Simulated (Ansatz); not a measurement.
Cartesian coordinates in Å:
```
C -1.587 0.096 -0.256
N -0.147 -0.097 -0.338
Si 0.716 -0.720 1.017
As 0.700 0.959 -1.605
H -2.029 0.126 -1.257
H -2.042 -0.743 0.278
H -1.877 1.018 0.265
H 2.008 -1.278 0.542
H -0.115 -1.782 1.648
H 1.018 0.307 2.059
H 1.379 1.985 -0.681
H 1.977 0.129 -1.672
```

The species carries charge 0 and has multiplicity 1.

(1) List the ωB97M-V/def2-TZVPP orbital energies in eV (Ansatz 0.2.0). (Estimate.)

Answers

(1) Ansatz gave: Occupied: -11605.16, -1806.95, -1473.22, -1314.49, -1314.48, -1314.45, -394.47, -282.25, -195.64, -148.00, -141.77, -141.72, -141.60, -102.12, -102.11, -102.09, -48.15, -48.13, -48.04, -48.00, -47.95, -27.31, -21.82, -19.73, -17.44, -14.99, -14.91, -14.16, -12.73, -12.09, -11.95, -11.77, -9.84, -9.11. Lowest empty: 1.52, 2.55, 2.63, 3.05, 3.21, 3.49, 3.81, 4.11.
